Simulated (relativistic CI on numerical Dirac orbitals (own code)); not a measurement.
## Pd⁴⁺: L2,3 absorption edge

Computed with this model: Dirac-Coulomb-Breit CI, orbitals from a KLI potential per configuration, QED by a radiative potential, valence Slater integrals scaled by 0.8, multiplet model of core-to-valence dipole absorption; configurations [Kr] 4d6 → [He] 2s2 2p5 3s2 3p6 3d10 4s2 4p6 4d7; 300 K; Lorentzian 1.6 eV and Gaussian 0.5 eV FWHM. Energies are those of the free ion, without screening or charge transfer. The branching ratio is the share of the lower-energy edge in the whole absorption, uncertain by about 0.02 where the edges overlap. S is read from ⟨S²⟩ = S(S + 1).

Field parameters in Wybourne normalisation: D3d B²₀ = −7Dσ, B⁴₀ = −14Dq − 21Dτ, B⁴₃ = −14√(10/7) Dq. The field is a parameter set, without covalency.

Case free ion, the dichroism is that of the ground state at zero temperature, magnetised by exchange field 10 meV on Sz. The dichroism I(Δm = −1) − I(Δm = +1), over the sum of the three polarisations, integrates to -0.2435 on the lower edge and -0.0136 on the upper edge. The branching ratio is 0.819.

(1) Use the orbital sum rule with 4 holes to get ⟨Lz⟩.

Results:

(1) For a p → d edge ⟨Lz⟩ = 2 × n_h × (sum of both integrals) in this sign convention = -2.06; the ground state itself has ⟨Lz⟩ = -2.03 and ⟨Sz⟩ = -1.97. The rule assumes one radial integral for both edges, which relativistic orbitals only approach.
